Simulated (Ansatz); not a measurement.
CH6FN3Si, SMILES `C=N[Si](N)(N)F`, relaxed with RKS PBE-D4/def2-SVP in Ansatz 0.2.0 from a rough embedded geometry. The force threshold is 0.03 eV/Å; the program also tests the step.

Total charge 0; spin multiplicity 1.

Start:

```xyz
12

C    -1.891    0.341   -1.006
N    -1.209   -0.209    0.007
Si    0.387    0.296    0.176
N     1.372   -0.550   -0.866
N     0.857   -0.218    1.667
F     0.627    1.865   -0.015
H    -1.468    1.026   -1.737
H    -2.886   -0.002   -1.131
H     2.293   -0.516   -0.559
H     1.086   -1.576   -0.666
H     0.623    0.499    2.289
H     0.210   -0.958    1.842
```

**Question.** By how much does the energy fall, and how many steps does the optimiser take? (Estimate.)

**Answer.** The calculation gave: 1.55 eV, in 14 steps, 2 of them rejected.

**Question.** Which bonds change most? (Best estimate.)

**Answer.** Computed: N2–Si3 from 1.682 to 1.765 Å; Si3–N5 from 1.645 to 1.721 Å; C1–N2 from 1.339 to 1.274 Å; N4–H10 from 1.084 to 1.021 Å.

**Question.** Give the relaxed structure. (Estimate.)

**Answer.** Computed: 
```xyz
12

C    -2.002    0.385   -0.982
N    -1.160   -0.410   -0.451
Si    0.428    0.093    0.134
N     1.537   -0.985   -0.602
N     0.657    0.056    1.839
F     0.620    1.689   -0.251
H    -1.822    1.478   -1.158
H    -3.004    0.014   -1.307
H     2.543   -0.875   -0.464
H     1.313   -1.418   -1.498
H     0.285    0.813    2.416
H     0.606   -0.842    2.324
```
